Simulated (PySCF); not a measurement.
Geometry:
| atom | x (Å) | y (Å) | z (Å) |
| --- | --- | --- | --- |
| O1 | -2.498 | 1.694 | 0.016 |
| C2 | -2.102 | 0.598 | 0.316 |
| C3 | -0.717 | 0.133 | 0.130 |
| C4 | 0.256 | 0.956 | -0.429 |
| C5 | 1.534 | 0.457 | -0.570 |
| C6 | 1.787 | -0.845 | -0.147 |
| N7 | 0.870 | -1.644 | 0.387 |
| C8 | -0.355 | -1.152 | 0.518 |
| H9 | -2.787 | -0.152 | 0.765 |
| H10 | -0.012 | 1.961 | -0.736 |
| H11 | 2.330 | 1.054 | -0.998 |
| H12 | 2.785 | -1.265 | -0.246 |
| H13 | -1.099 | -1.813 | 0.957 |

One conformer, no solvent, relativity neglected. Shielding tensors at wB97X-D/pcSseg-2 (GIAO); PBE0-D3(BJ)/def2-TZVP structure; PySCF 2.14.

Scale: TMS for 13C (186.29 ppm) and 1H (31.63 ppm); 17O (328.24 ppm) against H2O; 15N (262.16 ppm) against NH3 (reference shieldings calculated alike).

```json
{"atoms": "O1", "nucleus": "17O", "count": "1", "δ (ppm)": "?"}
{"atoms": "C8", "nucleus": "13C", "count": "1", "δ (ppm)": "168.8"}
{"atoms": "H11", "nucleus": "1H", "count": "1", "δ (ppm)": "7.66"}
{"atoms": "C6", "nucleus": "13C", "count": "1", "δ (ppm)": "168.4"}
{"atoms": "H13", "nucleus": "1H", "count": "1", "δ (ppm)": "9.34"}
{"atoms": "N7", "nucleus": "15N", "count": "1", "δ (ppm)": "362.5"}
{"atoms": "H10", "nucleus": "1H", "count": "1", "δ (ppm)": "?"}
{"atoms": "C5", "nucleus": "13C", "count": "1", "δ (ppm)": "133.3"}
{"atoms": "C4", "nucleus": "13C", "count": "1", "δ (ppm)": "146.5"}
{"atoms": "C3", "nucleus": "13C", "count": "1", "δ (ppm)": "141.9"}
{"atoms": "C2", "nucleus": "13C", "count": "1", "δ (ppm)": "203.3"}
{"atoms": "H9", "nucleus": "1H", "count": "1", "δ (ppm)": "?"}
{"atoms": "H12", "nucleus": "1H", "count": "1", "δ (ppm)": "?"}
```

Complete the table.

Results:


- H9: 10.46 ppm, hydrogen on an aldehyde carbonyl carbon; deshielded by the polar, anisotropic C=O bond
- H12: 9.21 ppm, hydrogen on an aromatic CH next to a ring nitrogen; ring current plus the neighbouring ring nitrogen
- H10: 8.73 ppm, hydrogen on an aromatic CH; ring current plus the deshielding of an ortho carbonyl group
- O1: 661.7 ppm, aldehyde oxygen

Shifts are as computed. Against solution values, carbons near 30 ppm lie about +3 ppm off and those near 130 ppm about +10 ppm. Of 1211 compounds with measured shifts, 218 miss one by over three times the rms of a fit or turn the order of signals round; such compounds aren't used in these exercises. Unscaled 17O shifts of doubly bonded oxygen tend to come out too high, by tens of ppm or more. Experimental scales use liquid or dissolved standards, which lie at an offset from isolated NH3 (liquid NH3: subtract about 20 ppm) and H2O (liquid H2O: subtract about 36 ppm). Unscaled 15N shifts of sp2 nitrogen come out 20 to 40 ppm too high even then.
